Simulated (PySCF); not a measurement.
BH2O3, SMILES [O]B(O)O, multiplicity 2. Atoms are numbered in the order given.

```xyz
6

O      0.0000     0.0000     1.4352
B      0.0000     0.0000     0.0553
O      0.0000    -1.2268    -0.5464
O      0.0000     1.2268    -0.5464
H      0.0000    -1.2136    -1.5076
H      0.0000     1.2136    -1.5076
```
Charge 0, spin multiplicity 2.

Geometry: ωB97X-D3(BJ)/def2-SVP. The isomer is the one that the SMILES or the coordinates give; other isomers of the formula were not compared. Other conformers were not sampled.

Two levels are set side by side: PBE/pcH-1 (PySCF) and PBE0/pcH-1 (PySCF). Contact hyperfine couplings, same geometry. Differences are taken from unrounded values.

| quantity | PBE0 | PBE | PBE minus PBE0 |
|---|---|---|---|
| A(iso) of 17O, atom O1 (MHz) | -43.6 | -30.1 | 13.5 |
| A(iso) of 11B, atom B2 (MHz) | -31.0 | -27.0 | 4.0 |
| A(iso) of 17O, atom O3 (MHz) | -31.6 | -38.1 | -6.4 |
| A(iso) of 17O, atom O4 (MHz) | -31.6 | -38.1 | -6.4 |
| A(iso) of 1H, atom H5 (MHz) | 17.9 | 24.0 | 6.1 |
| A(iso) of 1H, atom H6 (MHz) | 17.9 | 24.0 | 6.1 |

Rough cost on one machine, each run with all the roots and properties that it gave: PBE0 against PBE within a factor of 2.
